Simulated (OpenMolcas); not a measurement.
## Lines of Ni5+: computed and rescaled rates

| Item | Value |
| --- | --- |
| Program | OpenMolcas 26.06 |
| Method | MS-CASPT2, IPEA 0.25 Eh, imaginary shift 0.1 Eh (closed shells correlated: 3s 3p) |
| Basis | ANO-RCC-VTZP [6s5p3d2f1g] |
| Scalar Hamiltonian | DKH2, point nucleus |
| Active space | 5 electrons in 10 orbitals (3d 4d) |
| State averaging | 2S+1 = 6 even, 1 root; 2S+1 = 4 even, 24 roots; 2S+1 = 2 even, 53 roots |
| Spin-orbit coupling | state interaction with AMFI integrals over the reference wave functions, term energies averaged over their components |

Rates come from the transition moments of the reference wave functions (E1 and E2 in the length form). At fixed line strength A goes as λ^-3 for E1 and M1 and as λ^-5 for E2, so a rate at the computed wavelength can be rescaled to the measured one. Measured vacuum wavelengths follow from level energies in Corliss and Sugar, J. Phys. Chem. Ref. Data 10, 197 (1981). Branching counts decays inside the model space alone, at computed energies, and the table is only a selection of the M1 lines, drawn from those between levels with measured partners whose computed energy lies within a factor of 1.5 of the measured one.

```tsv
Upper	Lower	Type	λ computed (nm)	λ measured (nm)	A computed (s-1)	A rescaled (s-1)	Branching %
3d5 4P 1/2	3d5 4P 3/2	M1	43970	45370	5.41e-04	4.92e-04	100.0
3d5 2G 9/2 [69 %]	3d5 2H 9/2 [71 %]	M1	4050	3948	9.27e-02		7.8
3d5 4D 7/2	3d5 4P 5/2	M1	2370	2249	1.73e-01		88.1
3d5 2G 7/2	3d5 2F 7/2(1)	M1	1360	1326	1.81e-01		42.0
3d5 2H 9/2 [71 %]	3d5 2I 11/2	M1	818.9	853.8	2.91e-01		14.1
3d5 2H 11/2	3d5 2I 13/2	M1	770.3	801.5	4.86e-01		9.8
3d5 2H 11/2	3d5 2I 11/2	M1	757	796.1	9.51e-01		19.2
3d5 2G 9/2 [69 %]	3d5 2I 11/2	M1	681.2	702	2.06e-01		17.3
3d5 2F 7/2(1)	3d5 4D 7/2	M1	559.2	596.9	2.90e-01		9.5
3d5 2D 5/2 [68 %]	3d5 4P 3/2	M1	529.9	554.1	4.78e-01		9.9
3d5 2D 5/2 [68 %]	3d5 4P 5/2	M1	524.9	547.4	2.57e+00		53.2
3d5 2D 3/2	3d5 4P 1/2	M1	509.4	530.5	3.18e-01		15.3
3d5 2D 3/2	3d5 4P 3/2	M1	503.6	524.4	1.23e+00		59.3
3d5 2I 11/2	3d5 4G 11/2	M1	501.9	518.8	4.36e-02		76.0
3d5 2D 3/2	3d5 4P 5/2	M1	499	518.4	3.36e-01		16.2
3d5 2I 13/2	3d5 4G 11/2	M1	496.2	516.6	1.49e-03		89.4
3d5 2H 11/2	3d5 4G 11/2	M1	301.8	314.1	2.48e+00		50.0
3d5 4P 5/2	3d5 6S 5/2	M1	209.3	217.9	6.55e+00		100.0
3d5 4P 3/2	3d5 6S 5/2	M1	208.5	216.9	4.32e+00		100.0
```

Spin-changing lines and M1 lines between different terms are not rescaled, since their strength hangs on the term gaps too.

The largest correction is for 3d5 4P 1/2 → 3d5 4P 3/2 (M1): 5.41e-04 × (43970 / 45370)^3 = 4.92e-04 s-1, a factor of 0.91.

The computed rate and branching of 3d5 4P 1/2 → 3d5 4P 3/2 give the upper level a radiative lifetime of 1.000 / 5.41e-04 s-1 = 1.85e+03 s, counting decays inside the model space alone. The rescaled rate gives about 2.0e+03 s.

These are rates of the free ion; in crystals, glasses and complexes forced electric-dipole and non-radiative decay shorten such lifetimes by orders of magnitude. No measured rate stands beside these. Rescaling mends the energy factor alone: line strengths can still be far off where a level mixes with configurations outside the active space, and weak or spin-changing lines hang on small mixing coefficients that depend on the term gaps too, so rescaling need not improve them.

CASPT2 does not keep the components of a term degenerate, so their means are used; among the terms shown or strongly mixed into the levels shown the widest spread is 710 cm-1 (3d5 2I). Active for correlation alone: 4d; no level in the range computed is led by a configuration that fills it, so any true level of that kind is missing. Measured partners are found by configuration, term and J. A level has none where our copy of the source lacks it or the pairing is in doubt (some pairs that miss far off the trend of their configuration count as doubtful). Only configurations of the active space appear.

A share in square brackets marks a mixed level and gives the weight of the term that names it. A number in round brackets counts repeated terms of one configuration in the order of the reference energies.
